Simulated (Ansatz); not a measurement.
System: GeF3, charge 0, doublet. GeF3 (SMILES [F][Ge]([F])[F], doublet).
B3LYP-D3(BJ)/def2-TZVP minimum from Ansatz (a program for electronic structure):
```xyz
4

Ge     0.2273    -0.1978    -0.0141
F      0.7837     1.4450     0.0126
F     -0.8472    -0.3310    -1.3693
F     -0.7447    -0.4108     1.4068
```
Charge 0, spin multiplicity 2.

Total energies in hartree (Ansatz). UHF or UKS for unpaired electrons; spin-orbit terms are left out. Cores are frozen in correlated methods (noble-gas shells, and filled d and f shells in the p block). No relativity.

| species | HF/cc-pVTZ | CCSD(T)/cc-pVTZ | HF/cc-pVQZ | CCSD(T)/cc-pVQZ | CCSD(T)/cc-pVDZ | CCSDT(Q)/cc-pVDZ |
|---|---|---|---|---|---|---|
| 1: GeF3 (SMILES [Ge]([F])([F])[F], doublet) | -2373.92454 | -2374.80131 | -2373.95884 | -2374.91428 | -2374.38878 | -2374.39135 |
| 2: Ge (triplet) | -2075.36107 | -2075.42794 | -2075.36359 | -2075.43284 | -2075.34866 | -2075.34895 |
| 3: F (doublet) | -99.40552 | -99.62036 | -99.41377 | -99.65026 | -99.52757 | -99.52776 |

### Question
Work out the atomisation energy (electronic, to ground-state atoms) in kcal/mol: take Hartree-Fock from cc-pVQZ, extrapolate the CCSD(T) correlation energy as X^-3 (X = 3, 4), and add CCSDT(Q) - CCSD(T) in cc-pVDZ. 1 hartree = 627.51 kcal/mol.

### Answer

Species 1: correlation (64·(-0.95544) - 27·(-0.87677))/37 = -1.01285; step -0.00257; E1 = -2373.95884 + (-1.01285) + (-0.00257) = -2374.97426
Species 2: correlation (64·(-0.06925) - 27·(-0.06687))/37 = -0.07099; step -0.00029; E2 = -2075.36359 + (-0.07099) + (-0.00029) = -2075.43487
Species 3: correlation (64·(-0.23649) - 27·(-0.21484))/37 = -0.25229; step -0.00019; E3 = -99.41377 + (-0.25229) + (-0.00019) = -99.66625
-1·E1 +1·E2 +3·E3 = 0.54064 hartree = 339.3 kcal/mol.
